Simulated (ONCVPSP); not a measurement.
Cr: one change to an ONCV potential, before and after

* Element: Cr (Z = 24)
* Generator: ONCVPSP 4.0.1
* Type: optimised norm-conserving Vanderbilt (ONCV)
* Functional: LDA (Perdew-Wang 92)
* Relativity: scalar-relativistic
* Frozen core: [Ar]
* Valence charge: 6
* Reference configuration: 3d4 4s2
* Partial waves: 4s: rc 2.55 bohr, ncon 5, nbas 8, qcut 2 1/bohr, 2 projectors, debl 1.8 Ha; p scattering state at 0.29 Ha: rc 2.35 bohr, ncon 4, nbas 9, qcut 4.2 1/bohr, 2 projectors, debl 0.4 Ha; 3d: rc 1.95 bohr, ncon 3, nbas 8, qcut 9.4 1/bohr, local
* Local potential: the d channel
* Core correction: Teter function fitted to the true core (icmod 2), fcfact 0.4

In the p channel the program set the typed energies aside and used 0.050, 0.450 Ha.

All-electron outer shells of the reference configuration (LDA (PZ), scalar-relativistic, ld1.x):

| shell | level (eV) | outermost node (bohr) | outermost maximum (bohr) |
| --- | --- | --- | --- |
| 3p | -49.17 | 0.33 | 0.80 |
| 3d | -6.22 | – | 0.82 |
| 4s | -5.08 | 1.11 | 2.61 |

Change: functional Wu-Cohen.

Cutoffs: the cutoffs (Ha) at which the residual kinetic energy of the hardest occupied pseudo-wave falls to 1 and 0.1 mHa per electron; they do not see the model core or the augmentation charge, which bear on the density cutoff. Errors are all-electron minus pseudo energies relative to the spin-unpolarised reference configuration.

Task: How do hardness, ghosts and transferability respond?

Result: The potential gets neither clearly harder nor softer (29 Ha and 34 Ha → 29 Ha and 34 Ha); both files keep a bound ghost (p, s); of the 4 tests that both files solve, the error grows in 1 and shrinks in 0 by more than 15 % and 0.3 meV (median size 120.4 → 127.6 meV).

```csv
quantity,base,changed
"cutoff, loose",29 Ha,29 Ha
"cutoff, tight",34 Ha,34 Ha
loose cutoff by channel,"s 8.0 Ha, d 29 Ha","s 7.7 Ha, d 29 Ha"
bound ghosts,"s, p","s, p"
GHOST(+) flags under 300 eV,none,none
"error for 3d5 4s1, meV [ΔE 0.05 → 0.09 eV]",-108,-112
"error for 3d5 4s0, meV [ΔE 7.18 → 6.94 eV]",-159,-172
"error for 3d4 4s0, meV [ΔE 23.53 → 22.95 eV]",-1.1,-4.7
"error for 3d5 4s0.5, meV [ΔE 2.87 → 2.79 eV]",-133,-143
s: phases at 2.59 bohr within 0.05 rad from the reference energy up to (Ha; the scan ends near 5),2.4,2.5
p: phases at 2.38 bohr within 0.05 rad from the reference energy up to (Ha; the scan ends near 5),2.8,2.8
d: phases at 1.98 bohr within 0.05 rad from the reference energy up to (Ha; the scan ends near 5),0.3,0.3
"rms error of d²Exc/dni dnj with the model core, mHa",6.87,6.50
```

 A true bound ghost makes a file unfit for plane-wave use even where its test errors are small: the radial tests pick states by their node count and pass the ghost by.
